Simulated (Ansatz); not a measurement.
Two isomers of C7H14: A = `C=CCCC(C)C`, B = `CC1CCCCC1`.

Calculated with Ansatz (gas phase, PBE0-D4/def2-TZVP geometries, no zero-point term in ΔE). CCSD(T)/CBS is the MP2 limit (def2-TZVPP, def2-QZVPP) plus CCSD(T) − MP2 in def2-TZVPP, frozen cores. DFT in def2-TZVPP. B3LYP here is the variant with VWN-RPA as its local correlation; programs differ in this. Each species was taken in one conformer, which may not be the lowest.

A:

Z-matrix (Å, degrees):
```
C
C 1 1.492
C 1 1.526 2 112.3
H 1 1.098 2 109.2 3 -120.4
H 1 1.093 2 109.3 3 123.1
C 2 1.325 1 125.2 3 -119.1
H 2 1.090 1 115.9 3 59.8
C 3 1.526 1 114.7 2 -173.8
H 3 1.097 1 108.7 2 -51.9
H 3 1.097 1 109.1 2 63.3
H 6 1.086 2 121.3 1 -0.8
H 6 1.084 2 121.7 1 179.3
C 8 1.522 3 110.3 1 173.7
C 8 1.522 3 112.3 1 -62.6
H 8 1.099 3 107.6 1 56.1
H 13 1.093 8 111.4 3 -177.8
H 13 1.093 8 111.4 3 -57.2
H 13 1.095 8 110.6 3 62.5
H 14 1.095 8 110.5 3 -59.3
H 14 1.093 8 110.9 3 -178.6
H 14 1.092 8 112.2 3 61.1
```

B:

Z-matrix (Å, degrees):
```
C
C 1 1.518
H 1 1.093 2 111.4
H 1 1.093 2 111.4 3 -120.6
H 1 1.095 2 110.7 3 119.7
C 2 1.525 1 111.6 3 -57.9
C 2 1.525 1 111.5 3 178.4
H 2 1.100 1 108.3 3 60.3
C 6 1.522 2 112.2 1 -179.1
H 6 1.095 2 109.8 1 57.7
H 6 1.099 2 108.6 1 -58.2
C 7 1.522 2 112.2 1 179.1
H 7 1.095 2 109.8 1 -57.7
H 7 1.099 2 108.6 1 58.2
C 9 1.522 6 111.3 2 55.4
H 9 1.094 6 110.2 2 178.2
H 9 1.097 6 109.2 2 -65.2
H 12 1.097 7 109.2 2 65.2
H 12 1.094 7 110.3 2 -178.2
H 15 1.098 9 109.1 6 65.5
H 15 1.094 9 110.4 6 -177.7
```

Q: Which isomer does CCSD(T)/CBS put lower? Give the gap. (Best estimate.)

A: The calculation gave: B, by 21.8 kcal/mol.

Q: Give E(B) − E(A) in kcal/mol with CCSD(T)/def2-TZVPP, B3LYP-D4, MP2/def2-TZVPP, CCSD/def2-TZVPP, PBE0-D4, HF/def2-TZVPP, ωB97M-V. (An estimate is asked.)

A: Ansatz gave: CCSD(T)/def2-TZVPP -22.0, B3LYP-D4 -19.5, MP2/def2-TZVPP -24.4, CCSD/def2-TZVPP -22.3, PBE0-D4 -25.3, HF/def2-TZVPP -18.0, ωB97M-V -22.8. None reverses the order clearly.

Largest T1 diagnostic: 0.009.

The D4 term adds −2.3 kcal/mol with B3LYP and −1.2 kcal/mol with PBE0; it sums over pairs of atoms, weighted by their polarisabilities, and B3LYP, whose exchange is more repulsive, gets the larger term. In def2-TZVPP, CCSD(T) changes the Hartree–Fock value by −4.1 kcal/mol (the triples alone add +0.2 kcal/mol) and MP2 by −6.5 kcal/mol.
